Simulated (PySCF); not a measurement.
# The third ionisation energy along the 4p block

Calculated with PySCF 2.14 from differences of total energies of unrestricted determinants, without spin-orbit coupling. Values in eV. The last column holds reference values (NIST; (s) semi-empirical, (t) theoretical, else measured). Unmarked ones compare directly (S terms, centres of terms, or small fine structure); those marked * lie between the lowest fine-structure levels and include a spin-orbit shift.

```csv
element,configurations,PBE,r2SCAN,MP2 (valence),MP2 (valence and next inner shell),CCSD (valence),CCSD(T) (valence),reference
"Ga (def2-QZVPPD, non-relativistic)",[Ar] 3d10 4s1 → [Ar] 3d10,31.067,30.791,n/a,30.183,n/a,n/a,30.726
"Ge (def2-QZVPPD, non-relativistic)",[Ar] 3d10 4s2 → [Ar] 3d10 4s1,33.863,33.497,32.542,33.388,32.834,32.834,34.058
"As (def2-QZVPPD, non-relativistic)",[Ar] 3d10 4s2 4p1 → [Ar] 3d10 4s2,28.063,28.292,27.746,27.945,27.815,27.837,28.349 ± 0.012 *
"Se (def2-QZVPPD, non-relativistic)",[Ar] 3d10 4s2 4p2 → [Ar] 3d10 4s2 4p1,31.530,31.787,31.384,31.576,31.407,31.434,31.697 ± 0.019 *
"Br (def2-QZVPPD, non-relativistic)",[Ar] 3d10 4s2 4p3 → [Ar] 3d10 4s2 4p2,35.070,35.386,35.153,35.337,35.104,35.137,34.871 ± 0.019 *
"Kr (def2-QZVPPD, non-relativistic)",[Ar] 3d10 4s2 4p4 → [Ar] 3d10 4s2 4p3,35.484,35.575,35.115,35.259,35.247,35.275,35.838 ± 0.02 *
```

"Valence" correlates the outer s and p shells and, in groups 3 to 12 and the f block, the outer d or f shell, open or full, or the next shell where the ion has no valence electron left; the wider scheme adds the next inner shell.
